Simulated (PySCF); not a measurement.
CH$_{9}$AlO$_{2}$Si$_{2}$ (SMILES [CH3][Al]([O][SiH3])[O][SiH3]), singlet, geometry from GFN2-xTB (such geometries of metal compounds can be far from the true shape). Base run: DF-R2SCAN/3-21G in PySCF.

The PySCF input:
```python
from pyscf import gto, scf, dft

mol = gto.Mole()
mol.atom = '''
    Al    0.32822742    0.51741072    0.46892231
    C     1.16848016    1.86037234    1.66597219
    H     1.79239289    1.38246890    2.42004864
    H     0.41324739    2.46018410    2.17392398
    H     1.79207614    2.55355308    1.10100796
    O    -0.78572777    0.98862120   -0.69801574
    Si   -1.87081817    1.39148817   -1.84213483
    H    -3.19780629    1.07484934   -1.30942585
    H    -1.56441436    0.61829392   -3.04673104
    H    -1.71333385    2.83047692   -2.07166942
    O     0.70859396   -1.11571406    0.58712668
    Si    1.04257281   -2.70645677    0.66099281
    H    -0.19532967   -3.40007236    1.02218297
    H     2.06855509   -2.86552681    1.69579393
    H     1.53928084   -3.11649754   -0.65385383
'''
mol.basis = '3-21g'
mol.verbose = 4
mol.build()

mf = dft.RKS(mol)
mf.xc = 'r2scan'
mf = mf.density_fit(auxbasis='def2-universal-jkfit')
mf.kernel()
```

The base run was repeated with changes; each row names its change, and settings that it needs were set with it.

```csv
change,basis functions,E (Eh),HOMO (eV),HOMO-LUMO gap (eV),dipole (D),core-seconds (rough)
base,84,-1009.85796,-6.68,6.67,0.17,40
basis = STO-3G,51,-1003.15367,-1.91,6.86,0.33,20
basis = LANL2DZ,?,?,?,?,?,20
basis = def2-SV(P),?,?,-7.21,?,?,40
basis = pcseg-1,141,-1015.30747,-7.29,6.64,0.38,70
basis = 6-31G**,141,-1015.33212,-7.08,6.63,0.44,60
basis = cc-pV(D+d)Z,156,-1015.40233,-7.21,6.64,0.64,70
basis = 6-311G**,186,-1015.46191,-7.19,6.58,0.37,90
basis = 6-311++G**,219,-1015.46917,-7.30,6.33,0.49,100
basis = aug-pcseg-1,231,-1015.32238,-7.36,6.36,0.59,100
basis = aug-cc-pVDZ,231,-1015.38425,-7.25,6.25,0.65,100
"basis = 6-311+G(2d,p)",?,?,?,6.33,?,100
```

Some entries are withheld; supply them.


- basis = LANL2DZ, basis functions: 69
- basis = LANL2DZ, E (Eh): -203.75563
- basis = LANL2DZ, HOMO (eV): -6.90
- basis = LANL2DZ, HOMO-LUMO gap (eV): 6.72
- basis = LANL2DZ, dipole (D): 0.16
- basis = def2-SV(P), basis functions: 114
- basis = def2-SV(P), E (Eh): -1014.96122
- basis = def2-SV(P), HOMO-LUMO gap (eV): 6.75
- basis = def2-SV(P), dipole (D): 0.48
- basis = 6-311+G(2d,p), basis functions: 240
- basis = 6-311+G(2d,p), E (Eh): -1015.48530
- basis = 6-311+G(2d,p), HOMO (eV): -7.32
- basis = 6-311+G(2d,p), dipole (D): 0.62

Totals compare only among sets that treat the same electrons; sets with core potentials leave the core out.
